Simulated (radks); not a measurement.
Results of a calculation; reference values are marked as such.
All-electron atom: Cs in [Kr] 4d10 5s1 5p6 6s2 (not the ground configuration). Level of theory: non-relativistic Kohn-Sham, LDA (Slater exchange, Perdew-Wang correlation), spin-unpolarised, spherical densities, point nucleus; relativity is left out, which matters for an element this heavy (a radial shooting solver on a logarithmic mesh with Libxc functionals).

Normalised radial functions P(r) = r R(r), r in bohr:

r             3d       5p       6s
0.001246  0.0000   0.0005   0.0085
0.00145   0.0000   0.0006   0.0098
0.001702  0.0000   0.0009   0.0114
0.001981  0.0000   0.0012   0.0130
0.002306  0.0001   0.0016   0.0149
0.002706  0.0001   0.0021   0.0171
0.00315   0.0002   0.0028   0.0194
0.003697  0.0003   0.0038   0.0220
0.004304  0.0004   0.0051   0.0247
0.005011  0.0006   0.0068   0.0276
0.00588   0.0010   0.0091   0.0307
0.006845  0.0016   0.0121   0.0337
0.008033  0.0025   0.0161   0.0368
0.009352  0.0038   0.0210   0.0393
0.01089   0.0058   0.0273   0.0413
0.01278   0.0091   0.0356   0.0425
0.01487   0.0139   0.0455   0.0424
0.01745   0.0214   0.0582   0.0406
0.02032   0.0321   0.0727   0.0367
0.02365   0.0478   0.0896   0.0304
0.02776   0.0720   0.1095   0.0207
0.03232   0.1050   0.1298   0.0086
0.03792   0.1542   0.1510  -0.0070
0.04415   0.2191   0.1689  -0.0237
0.05139   0.3064   0.1816  -0.0407
0.06031   0.4276   0.1852  -0.0568
0.07021   0.5746   0.1749  -0.0674
0.0824    0.7647   0.1453  -0.0702
0.09592   0.9763   0.0965  -0.0621
0.1117    1.2094   0.0280  -0.0420
0.131     1.4607  -0.0602  -0.0088
0.1526    1.6805  -0.1481   0.0300
0.1776    1.8525  -0.2240   0.0682
0.2084    1.9490  -0.2695   0.0969
0.2426    1.9362  -0.2611   0.1027
0.2847    1.8024  -0.1864   0.0790
0.3315    1.5719  -0.0565   0.0287
0.3859    1.2713   0.1090  -0.0385
0.4528    0.9275   0.2798  -0.1074
0.5272    0.6229   0.3911  -0.1480
0.6186    0.3642   0.4099  -0.1446
0.7202    0.1928   0.3147  -0.0912
0.8384    0.0888   0.1195   0.0009
0.9839    0.0331  -0.1532   0.1135
1.145     0.0108  -0.4208   0.2033
1.344     0.0027  -0.6520   0.2481
1.565     0.0006  -0.7833   0.2257
1.822     0.0001  -0.8118   0.1383
2.138     0.0000  -0.7409  -0.0073
2.489     0.0000  -0.6078  -0.1684
2.921     0.0000  -0.4406  -0.3275
3.4       0.0000  -0.2912  -0.4417
3.958     0.0000  -0.1724  -0.5040
4.645     0.0000  -0.0874  -0.5080
5.407     0.0000  -0.0399  -0.4589
6.346     0.0000  -0.0148  -0.3680
7.387     0.0000  -0.0048  -0.2663
8.6       0.0000  -0.0013  -0.1708
10.09     0.0000  -0.0002  -0.0928
11.75     0.0000  0.0000  -0.0448
13.79     0.0000  0.0000  -0.0176
16.05     0.0000  0.0000  -0.0060

3d: eigenvalue -724.92 eV, 0 radial nodes, <r> = 0.274 bohr, 90 % of the charge inside 0.429 bohr. 5p: eigenvalue -17.705 eV, 3 radial nodes at r = 0.118, 0.350, 0.902 bohr, <r> = 2.02 bohr, 90 % of the charge inside 2.96 bohr. 6s: eigenvalue -3.172 eV, 5 radial nodes at r = 0.0354, 0.136, 0.355, 0.837, 2.12 bohr, <r> = 4.99 bohr, 90 % of the charge inside 7.29 bohr.
